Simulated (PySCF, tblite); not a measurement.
Isomers of C4H12FNSi2, one GFN2-xTB conformer each. Single-point energies are computed at PBE0/pcSseg-1 (PySCF, gas phase, no added dispersion term), electronic only.

```json
{"SMILES": "C=C[C@@H](N)C[SiH2][SiH2]F", "GFN2-xTB relative energy (kJ/mol)": "205.3"}
{"SMILES": "F[SiH2]N[SiH2]CC1CC1", "GFN2-xTB relative energy (kJ/mol)": "0.0"}
```

Conformers: `[CH2:1]=[CH:2][C@@H:3]([NH2:4])[CH2:5][SiH2:6][SiH2:7][F:8]` with C1–C2–C3–N4 128°, C2–C3–N4–H 54° and -65°, C2–C3–C5–Si6 -176°, C3–C5–Si6–Si7 52°, C5–Si6–Si7–F8 43°; `[F:1][SiH2:2][NH:3][SiH2:4][CH2:5][CH:6]1[CH2:7][CH2:8]1` with F1–Si2–N3–Si4 32°, Si2–N3–Si4–C5 180°, N3–Si4–C5–C6 180°, Si4–C5–C6–C7 -80°.

Q: What does PBE0/pcSseg-1 give for the same structures?

A: 
```tsv
SMILES	PBE0/pcSseg-1 E (Eh)	PBE0/pcSseg-1 (kJ/mol)	GFN2-xTB (kJ/mol)	point group
F[SiH2]N[SiH2]CC1CC1	-892.65262	0.0	0.0	C1
C=C[C@@H](N)C[SiH2][SiH2]F	-892.60064	136.5	205.3	C1
```

Both levels put the same isomer lowest. As drawn, the lower has a three-membered ring, which the higher lacks; the higher has an Si–Si bond and a C=C bond outside aromatic rings, which the lower lacks.

Q: Which frontier levels, dipoles and rotational constants go with these structures?

A: 
| SMILES | HOMO (eV, PBE0/pcSseg-1) | LUMO (eV) | dipole (D) | A, B, C (MHz) |
| --- | --- | --- | --- | --- |
| F[SiH2]N[SiH2]CC1CC1 | -7.52 | 0.60 | 2.63 | 4867, 477.6, 453.9 |
| C=C[C@@H](N)C[SiH2][SiH2]F | -7.27 | -0.30 | 2.72 | 2490, 746.1, 634.5 |

Q: What happens when harmonic zero-point energies from GFN2-xTB frequencies are added?

A: 
```json
{"SMILES": "F[SiH2]N[SiH2]CC1CC1", "ZPE (kJ/mol)": "393.8", "electronic (kJ/mol)": "0.0", "with ZPE (kJ/mol)": "0.0"}
{"SMILES": "C=C[C@@H](N)C[SiH2][SiH2]F", "ZPE (kJ/mol)": "391.9", "electronic (kJ/mol)": "136.5", "with ZPE (kJ/mol)": "134.6"}
```

The zero-point energies span 1.9 kJ/mol. The order is unchanged.
